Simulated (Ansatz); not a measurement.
| atom | x (Å) | y (Å) | z (Å) |
| --- | --- | --- | --- |
| Ti | -0.0046 | 0.0309 | -0.0390 |
| Cl | 1.2073 | 1.2625 | 1.2724 |
| Cl | 1.2276 | -1.1979 | -1.2345 |
| Cl | -1.2497 | 1.2923 | -1.2561 |
| Cl | -1.2453 | -1.2822 | 1.2117 |

Basis set: aug-cc-pVDZ (spherical functions). Left uncorrelated: 25 orbitals. Charge 0, multiplicity 1.

Computed with Ansatz (development build ahead of 0.2.0); each method stands on the lowest determinant of its kind that the runs found. Restricted open shells among the atoms or ions are ROHF, correlated in semicanonical orbitals with singles.

(1) Give the atomization energy at this shape (free ground-state atoms in the same class of orbitals less the molecule, no zero-point energy) of singlet TiCl4 by RHF-MP2, RHF.

Results:

(1)

```tsv
method	atomization energy
RHF-MP2	19.06 eV
RHF	11.46 eV
```

Caution: no unrestricted run beside it, a lower state can exist; other spin multiplicities were not run.
